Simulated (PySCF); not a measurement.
Computed properties of Al(Cl)(SH)2 (AlClH2S2), SMILES [Al]([SH])([Cl])[SH]

Al(Cl)(SH)2 (AlClH₂S₂), SMILES [SH][Al]([SH])[Cl]. Geometry optimised at PBE0-D3(BJ)/def2-SVP. One conformer was computed; it need not be the lowest. All values are computed for the isolated molecule unless a solvent is named; none is compared with measurement here.

**Structure.** The optimised structure has C2v symmetry. All 12 harmonic modes at PBE0-D3(BJ)/def2-SVP (PySCF) are real, so it is a minimum. With heavy atoms numbered as in [Al:1]([Cl:2])([SH:3])[SH:5], the shortest bond between them is Al1–Cl2 at 2.093 Å and the longest Al1–S3 at 2.174 Å.

**Vibrations.** The strongest infrared lines (harmonic, unscaled, degenerate partners summed) lie at 589 cm⁻¹ (143 km/mol, Al 51 %, Cl 25 %, H 12 %, S 12 %), 665 cm⁻¹ (91 km/mol, H 53 %, Al 28 %, S 19 %), 550 cm⁻¹ (42 km/mol, H 44 %, Al 39 %, S 16 %). The softest mode is at 129 cm⁻¹ and the zero-point energy is 13.1 kcal/mol.

**Electronic structure.** ωB97X/def2-TZVPD (PySCF) places the frontier levels at -10.34 and 0.51 eV, a gap of 10.85 eV, and gives a dipole moment of 2.08 D and a mean polarisability of 80.6 bohr³.

**Excitations.** TDA-CAM-B3LYP/def2-SVPD (PySCF) has S1 at 5.73 eV (217 nm, f = 0.000, dark); the most intense of the 10 singlets computed lies at 7.13 eV (f = 0.35). T1 (TDA) is at 5.43 eV, 0.30 eV under S1. No vertical singlet excitation falls in the visible range (under 3.1 eV).

**NMR.** GIAO shifts at KT2/pcSseg-1 (PySCF) (non-relativistic, atoms alike by connectivity averaged): ¹H at 0.7 ppm against TMS. Without spin–orbit terms, shifts of atoms bonded to Cl or Br come out too high.
